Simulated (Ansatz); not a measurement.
Ansatz (an electronic-structure program) input (B3LYP-D3(BJ)/def2-TZVP):

Ansatz 0.2 input:
```yaml
crystal:
  periodic: [false, false, false]
  atoms:
    - {symbol: C, position_ang: [2.64499822, -0.45331246, 0.02561709]}
    - {symbol: C, position_ang: [1.21059427, -0.58577709, -0.17979849]}
    - {symbol: C, position_ang: [0.09540040, 0.06410460, -0.31151965]}
    - {symbol: C, position_ang: [-0.01107732, 1.58209644, -0.26172802]}
    - {symbol: C, position_ang: [-1.22635557, -0.64715274, -0.51719536]}
    - {symbol: C, position_ang: [-2.05804607, -0.68516844, 0.76411353]}
    - {symbol: H, position_ang: [2.93685803, -0.91622611, 0.96930991]}
    - {symbol: H, position_ang: [3.18960810, -0.94630063, -0.78090421]}
    - {symbol: H, position_ang: [2.95893837, 0.59853937, 0.05102878]}
    - {symbol: H, position_ang: [-0.45084787, 1.94795284, -1.18832552]}
    - {symbol: H, position_ang: [0.96842959, 2.03335699, -0.13187710]}
    - {symbol: H, position_ang: [-0.64858834, 1.88281677, 0.56728904]}
    - {symbol: H, position_ang: [-1.79139920, -0.13652686, -1.30071016]}
    - {symbol: H, position_ang: [-1.03372587, -1.66954204, -0.84598201]}
    - {symbol: H, position_ang: [-2.32103802, 0.31841872, 1.08967328]}
    - {symbol: H, position_ang: [-1.49846298, -1.17043195, 1.56045433]}
    - {symbol: H, position_ang: [-2.97862801, -1.24125735, 0.59903193]}
basis:
  gaussian:
    orbitals: def2-TZVP
hamiltonian:
  xc: b3lyp
  dispersion: d3bj
magnetization: {spin_polarized: true, initial_magnetization: 1}
relax: {f_tol: 0.002, max_steps: 150}
```

End of the output:

```
the calculation of the forces begins
reference -6401.95979950 eV, -235.2676832275 hartree; 24, 23 occupied and 228, 229 virtual orbitals, 1564 factors
relax step  12: F+E_penalty+E_count = -6402.55233991 eV  Δ(F+E_penalty+E_count) = -1.978e-6 eV  max|allowed force component| = 1.740e-3 eV/Å  Δτ_max = 0.0023 Å  (37 SCF iters, accepted)
integrals: 0.19 GiB planned
1564 factors; their error is unknown
0.34 GiB of the device are held for the grids
1.51 GiB of device memory are held for the factors and their scratch space
mean field: 1.77 GiB planned
mean field -6401.95946825 eV, -235.2676710542 hartree, gradient 1.7e-5 eV, S^2 0.758416; 1 other end points of the search recorded, 0 dependent functions left out
the calculation of the forces begins
reference -6401.95979950 eV, -235.2676832275 hartree; 24, 23 occupied and 228, 229 virtual orbitals, 1564 factors
Total energy: -6402.55267116 eV, -235.2894708590 hartree
Atom 0 at     2.678045    -0.415185    -0.039532 Å, force     0.000262     0.000848     0.001249 eV/Å
Atom 1 at     1.239904    -0.637653    -0.211445 Å, force    -0.000036    -0.000540    -0.001740 eV/Å
Atom 2 at     0.103100     0.010767    -0.286457 Å, force     0.000422     0.000639     0.001315 eV/Å
Atom 3 at     0.025791     1.521243    -0.179795 Å, force     0.000330     0.000386    -0.000573 eV/Å
Atom 4 at    -1.212054    -0.713984    -0.484039 Å, force     0.000818     0.000088     0.000087 eV/Å
Atom 5 at    -2.149797    -0.618420     0.723504 Å, force    -0.001353    -0.000785    -0.000516 eV/Å
Atom 6 at     3.054734    -0.908967     0.860108 Å, force     0.000036    -0.000071     0.000303 eV/Å
Atom 7 at     3.247550    -0.803778    -0.887934 Å, force    -0.000373    -0.000070    -0.000375 eV/Å
Atom 8 at     2.910185     0.655810     0.050821 Å, force    -0.000288    -0.000348    -0.000316 eV/Å
Atom 9 at    -0.473194     1.937658    -1.059881 Å, force    -0.000247     0.000019    -0.000209 eV/Å
Atom 10 at     1.012149     1.975721    -0.100312 Å, force     0.000390     0.000342    -0.000090 eV/Å
Atom 11 at    -0.555476     1.823947     0.694547 Å, force     0.000038    -0.000584     0.000346 eV/Å
Atom 12 at    -1.715639    -0.295709    -1.363342 Å, force    -0.000110     0.000083     0.000177 eV/Å
Atom 13 at    -1.007123    -1.762393    -0.704010 Å, force    -0.000241    -0.000622     0.000061 eV/Å
Atom 14 at    -2.425038     0.414545     0.942294 Å, force     0.000018     0.000664     0.000048 eV/Å
Atom 15 at    -1.674340    -1.035075     1.613464 Å, force     0.000454    -0.000177     0.000232 eV/Å
Atom 16 at    -3.072141    -1.172938     0.540487 Å, force    -0.000118     0.000128     0.000000 eV/Å
Dipole moment:     0.058032     0.138513     0.015554 e Å
```

It need not be the lowest isomer of its formula.
